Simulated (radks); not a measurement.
Results of a calculation; reference values are marked as such.
Se+, 33 electrons, occupied as [Ar] 3d10 4s2 4p3.

Code: a radial shooting solver on a logarithmic mesh with Libxc functionals. Model: scalar-relativistic Kohn-Sham, PBE, spin-polarised, spherical densities, finite nucleus; open shells are filled with parallel spins first; Fermi nuclear charge, rms radius 4.14 fm.

Energy parts (hartree):
| part | energy |
|---|---|
| total | -2429.62373 |
| kinetic | 2479.26078 |
| electron-nucleus | -5845.18607 |
| Hartree | 1023.90008 |
| exchange-correlation | -87.59852 |

Orbitals (lengths in bohr, moments of r in powers of bohr; r(max) is where P^2 peaks):
orbital	occ.	eigenvalue (hartree)	r(max)
1s up	1	-459.9293	0.02880
1s down	1	-459.9232	0.02880
2s up	1	-59.43992	0.1645
2s down	1	-59.43694	0.1645
2p up	3	-52.32824	0.1317
2p down	3	-52.32266	0.1317
3s up	1	-8.22495	0.5022
3s down	1	-8.21692	0.5023
3p up	3	-6.00102	0.5003
3p down	3	-5.99185	0.5004
3d up	5	-2.33263	0.4529
3d down	5	-2.31966	0.4528
4s up	1	-1.02386	1.503
4s down	1	-0.92097	1.481
4p up	3	-0.60284	1.753
4p down	0	-0.49935	1.743

The highest occupied level is 4p up at -16.404 eV. Summed over all electrons, <r^2> = 30.68 bohr^2, which gives a Langevin (diamagnetic) susceptibility term of -24.3 x 10^-6 cm^3/mol.
